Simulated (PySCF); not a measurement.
# A small calculation by hand: oscillator strength and radiative lifetime

B(H)(Me)(NCO) (C2H4BNO), SMILES CBN=C=O.

Geometry optimised at B3LYP-D3(BJ)/def2-SVP. Other conformers were not sampled.

PySCF with TDDFT-LC-ωPBE/def2-SVPD puts the first singlet state with f over 0.02 at 6.98 eV (vertical), with the transition dipole (0.101, 0.818, 0.000) in atomic units.

### Question
Find the oscillator strength, the wavelength and the radiative lifetime that this transition would have in vacuum if emission retraced absorption.

### Answer

|μ|² = 0.6793 au, so |μ| = 2.09 D. ΔE = 6.98/27.211 = 0.2565 hartree. f = (2/3) ΔE |μ|² = 0.116 (the program prints 0.116).
λ = 1239.84/6.98 = 178 nm; ν = 56297 cm⁻¹.
Einstein's coefficient A = 0.6670 ν² f s⁻¹ (ν in cm⁻¹) = 2.5e8 s⁻¹, so τ = 1/A = 4.1 ns. This state is S2; the lower singlet has f = 0.000. The figure is the radiative limit of this one transition; relaxation, internal conversion, crossing to triplets and a medium change what is measured.
